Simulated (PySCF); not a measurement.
Excitation energy of Cl²⁺ by level of theory

Cl²⁺ [Ne] 3s2 3p3 (4S) → Cl²⁺ [Ne] 3s2 3p2 4s1 (4P), as a difference of total energies. Computed with PySCF 2.14 in x2c-TZVPPall with one added diffuse shell each of s, p, d type (6s6p4d1f, 51 functions), with scalar relativity by spin-free X2C-1e. Correlated levels: valence: [Ne] frozen; valence and next inner shell: 1s2 frozen. The calculations carry no spin-orbit coupling.

| method | excitation energy (eV) |
| --- | --- |
| UHF | 21.538 |
| LDA | 21.383 |
| PBE | 21.401 |
| PBEsol | 21.472 |
| r2SCAN0 | 22.043 |
| LC-wPBE | 21.926 |
| BP86 | 21.423 |
| MP2 (valence) | 21.729 |
| SCS-MP2 (valence) | 21.646 |
| MP2 (valence and next inner shell) | 21.727 |
| SCS-MP2 (valence and next inner shell) | 21.645 |

Estimate what r2SCAN gives.

22.089 eV, closest to r2SCAN0 among the rows shown.

Estimate what PBE0 gives.

21.619 eV, closest to SCS-MP2 (valence and next inner shell) among the rows shown.

A first-order spin-orbit estimate (lowest level to lowest level, LS coupling) adds -0.084 eV.

The promoted electron is Rydberg-like, and one or two diffuse shells describe it only roughly, which tends to raise the upper state.
